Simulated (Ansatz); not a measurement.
A structure relaxed at r2SCAN/def2-SVP in Ansatz, charge 1, singlet:

Cartesian coordinates in Å:
```
Na 0.028 0.104 -0.131
Na 0.309 -1.731 -3.344
Na 0.588 1.306 3.288
Na -1.086 -3.345 -0.764
Na 0.160 3.667 0.951
```

Q: Give its formula and point group.

A: Na5⁺. Point group C2 (tolerance 0.1 Å).

Q: Summarise the bond lengths by kind (pairs closer than 1.2 times the sum of covalent radii, bridged metal pairs left out).

A: 6 × Na–Na 3.35 to 3.73 Å.

The restricted singlet is unstable towards broken spin symmetry in Hartree–Fock (as tested in another run); at r2SCAN/def2-SVP this wasn't settled. The structure comes from a short search, and lower isomers may exist.
